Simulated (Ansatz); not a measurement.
`[F][W]([F])([F])(=[S])[Cl]` + `C#C[SiH](F)Cl` → `[F][W]([F])([F])([F])=[S]` + `C#C[SiH](Cl)Cl` at 298.15 K and 1 bar (redistribution).

Computed with Ansatz on PBE0-D4/def2-TZVP structures; ΔE is electronic, products minus reactants. CBS: MP2 limit from def2 TZ/QZ plus the TZ coupled-cluster correction, frozen cores. Elements past krypton have def2 core potentials. For W outer-core shells are correlated without core-valence functions, which leaves a few kJ/mol of doubt a bond.

```
                     species  CCSD(T)/CBS energy (Eh)  H − E (kJ/mol)  S (J/(mol·K))
`[F][W]([F])([F])(=[S])[Cl]`              -1224.11335            49.3          373.9
             `C#C[SiH](F)Cl`               -926.02177           105.0          330.6
 `[F][W]([F])([F])([F])=[S]`               -864.13195            50.9          350.6
            `C#C[SiH](Cl)Cl`              -1285.99086           102.6          342.6
```

H − E and S are ideal-gas, rigid-rotor, harmonic terms from PBE0-D4/def2-TZVP, for one conformer and one mirror image of each species. 1 Eh = 2625.50 kJ/mol, R = 8.31446 J/(mol·K).

Q: By hand: ΔE, ΔH, ΔS and ΔG.

A: ΔE = (-864.13195) + (-1285.99086) − (-1224.11335) − (-926.02177) = 0.01231 Eh = 32.3 kJ/mol. Δ(H − E) = 50.9 + 102.6 − 49.3 − 105.0 = -0.8, so ΔH = 31.5 kJ/mol. ΔS = 350.6 + 342.6 − 373.9 − 330.6 = -11.3 J/(mol·K). ΔG = 31.5 − 298.15 × (-11.3)/1000 = 34.9 kJ/mol.

Q: By hand: the equilibrium constant, and the temperature at which ΔG would vanish if ΔH and ΔS stayed fixed.

A: log₁₀ K = −ΔG/(RT ln 10) = -6.1. ΔH and −TΔS have one sign here, so there is no such temperature.

The number of gas molecules stays the same, so ΔS is small and ΔH decides. A doubt of 5 kJ/mol in ΔE shifts log₁₀ K by 0.9 here. Other conformers and mirror images would add mixing entropy, several J/(mol·K) or more a flexible species. These are equilibria of isolated gas molecules and say nothing of rates. Largest T1 diagnostic: 0.021 (customary marks: 0.02 for closed shells, 0.045 for open ones).

ΔS is within the doubt of such terms, so its sign, and with it that verdict, could turn.
